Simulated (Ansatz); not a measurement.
A made-up structure of ZnHSO (charge -1), closed shell:

```xyz
4
angstrom
O -2.0082 0.6539 -1.3301
Zn -0.2576 0.1360 0.7339
S -0.3712 0.1882 -1.4968
H 0.8098 -0.4260 -1.6778
```

It is relaxed with PBE-D4/def2-SVPD and then PBE0-D4/def2-TZVPD (Ansatz 0.2.0). Atoms count as bonded within 1.22 times the sum of their covalent radii (H–H: 0.88 Å). The end point is not checked to be a true minimum.

(1) Does its bonding change? (A judgement: the text doesn't fix the answer.)

Results:

(1) The calculation gives: Yes. Formed: O1–Zn2; broken: Zn2–S3.

Where it ends: The first stage lowers the energy by 3.24 eV in 16 steps. It ends as ZnHSO ([SH][O][Zn]), total charge -1:
```xyz
4
angstrom
O -0.9338 0.8484 -0.7830
Zn -1.0488 -0.0309 1.0780
S -0.5988 -0.0569 -2.0648
H 0.7542 -0.2086 -2.0010
```

Labels in which every atom is bracketed show which atoms are joined, not bond orders.

For scale, one of the runs: PBE0-D4/def2-TZVPD relaxation, 146 basis functions, launched by `ansatz run in.yaml --threads 2 --pin off --events-out ev --progress --plain --max-ram 4352MiB`. Hardware: 2 CPU threads of an Arm Neoverse V1, shared host. Wall time about 77 s.
